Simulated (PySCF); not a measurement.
Atom-mapped SMILES (the numbers label the heavy atoms): `[CH3:1][S:2][Si:3]([NH2:4])([NH2:5])[F:6]`; H(Xn) means a hydrogen on atom n.

Geometry: GFN2-xTB; GIAO absolute shieldings from PySCF, gas phase, non-relativistic, averaged over equivalent atoms.

At PBE0/pcSseg-1 (151 basis functions, 15 s wall time on 1 thread of an Intel Xeon Platinum 8488C, shared host):
| atoms | σ (ppm) |
| --- | --- |
| C1 | 172.1 |
| S2 | 659.1 |
| Si3 | 362.1 |
| N4/N5 | 233.8 |
| F6 | 336.0 |
| H(C1) | 29.48 |
| H(N4)/H(N5) | 30.82 |

Estimate the result of repeating the calculation with PBE0/6-311G**.

## Answers


```csv
atoms,σ at PBE0/6-311G**,change
C1,175.3,+3.2
S2,652.9,-6.2
Si3,359.8,-2.3
N4/N5,237.3,+3.5
F6,338.0,+2.0
H(C1),29.93,+0.45
H(N4)/H(N5),31.32,+0.50
```

The largest change is at S2 (sulfur bonded to C, Si). Cost: 166 basis functions, 15 s wall time on 1 thread of an Intel Xeon Platinum 8488C, shared host.
